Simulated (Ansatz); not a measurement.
`[OH][Hf]([F])([F])[SH]` + HCl → `[F][Hf]([F])([SH])[Cl]` + H₂O at 298.15 K and 1 bar (ligand exchange at the Hf–O bond).

Program: Ansatz. Geometries: PBE0-D4/def2-TZVP. ΔE: electronic, gas phase. CCSD(T)/CBS is the MP2 limit (def2-TZVPP, def2-QZVPP) plus CCSD(T) − MP2 in def2-TZVPP, frozen cores. This one scheme is used for every species. def2 core potentials past Kr. For Hf outer-core shells are correlated without core-valence functions, which leaves a few kJ/mol of doubt a bond. Each species was taken in one conformer, which may not be the lowest.

```tsv
species	CCSD(T)/CBS energy (Eh)	H − E (kJ/mol)	S (J/(mol·K))
`[OH][Hf]([F])([F])[SH]`	-721.92031	90.8	395.3
HCl	-460.38127	26.6	186.8
`[F][Hf]([F])([SH])[Cl]`	-1105.93208	59.8	391.9
H₂O	-76.37941	66.4	188.7
```

H − E and S are ideal-gas, rigid-rotor, harmonic terms from PBE0-D4/def2-TZVP, for one conformer and one mirror image of each species. 1 Eh = 2625.50 kJ/mol, R = 8.31446 J/(mol·K).

Q: By hand: ΔE, ΔH, ΔS and ΔG.

A: ΔE = (-1105.93208) + (-76.37941) − (-721.92031) − (-460.38127) = -0.00991 Eh = -26.0 kJ/mol. Δ(H − E) = 59.8 + 66.4 − 90.8 − 26.6 = 8.8, so ΔH = -17.2 kJ/mol. ΔS = 391.9 + 188.7 − 395.3 − 186.8 = -1.5 J/(mol·K). ΔG = -17.2 − 298.15 × (-1.5)/1000 = -16.8 kJ/mol.

Q: By hand: the equilibrium constant, and the temperature at which ΔG would vanish if ΔH and ΔS stayed fixed.

A: log₁₀ K = −ΔG/(RT ln 10) = 2.9. ΔG = 0 at ΔH/ΔS = 11467 K, far beyond where these terms or the molecules hold.

The number of gas molecules stays the same, so ΔS is small and ΔH decides. A doubt of 5 kJ/mol in ΔE shifts log₁₀ K by 0.9 here. Other conformers and mirror images would add mixing entropy, several J/(mol·K) or more a flexible species. These are equilibria of isolated gas molecules and say nothing of rates. Largest T1 diagnostic: 0.016 (customary marks: 0.02 for closed shells, 0.045 for open ones).
